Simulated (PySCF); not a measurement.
Level of theory: PBE-D3(BJ)/def2-TZVP // r2SCAN-D4/def2-TZVP run with PySCF 2.14.0. Isolated molecules, 0 K electronic values unless said otherwise. Excitations are Tamm–Dancoff values on a coarser integration grid. The basis has no diffuse functions, so Rydberg states are missing or too high.

Reference species (SMILES): `O1[SiH2][SiH2][SiH2]1` (neutral, multiplicity 1).

```json
{
 "brightest of the four lowest singlets (TDA)": "5.07 eV",
 "S1 excitation (TDA)": "5.07 eV",
 "S1–T1 gap (TDA)": "0.77 eV"
}
```

Changed species: `[SiH3][Si@@H]1O[SiH2]1`.

### Question
Predict the effect on the brightest of the four lowest singlets (TDA), S1 excitation (TDA) and S1–T1 gap (TDA).

### Answer
the brightest of the four lowest singlets (TDA) drops by 0.17 eV, to 4.90 eV; the S1 excitation (TDA) falls by 0.63 eV, to 4.44 eV; the S1–T1 gap (TDA) increases by 0.36 eV, to 1.13 eV.
